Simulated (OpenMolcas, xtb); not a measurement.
**A ladder of methods for Si2H4ClF (SMILES F[SiH]([SiH3])Cl)**

Si2H4ClF: 8 atoms, total charge 0, spin state singlet. As SMILES, `F[SiH]([SiH3])Cl`. Geometry: relaxed at PBE0-D4/def2-TZVP.

Quantity: the HOMO–LUMO gap, in eV. The values are calculated.

```tsv
level	kind	program	value (eV)	CPU time
GFN0-xTB	semi-empirical	xtb	3.49	under 2 s
HF/def2-SVP	Hartree–Fock	OpenMolcas	14.42	11 s
SVWN5/def2-SVP	LDA	OpenMolcas	5.81	28 s
revPBE/def2-SVP	GGA	OpenMolcas	6.00	37 s
M06-L/def2-SVP	meta-GGA	OpenMolcas	6.52	51 s
PBE0/def2-SVP	global hybrid	OpenMolcas	8.05	35 s
B2PLYP/def2-SVP	double hybrid	OpenMolcas	10.46	23 s
```

The values span 3.49 to 14.42 eV. Orbital gaps aren't excitation energies, and those of double hybrids come from the SCF part alone; they tend to grow with the share of exact exchange. CPU times are rough (shared hosts, several kinds of processor and program).
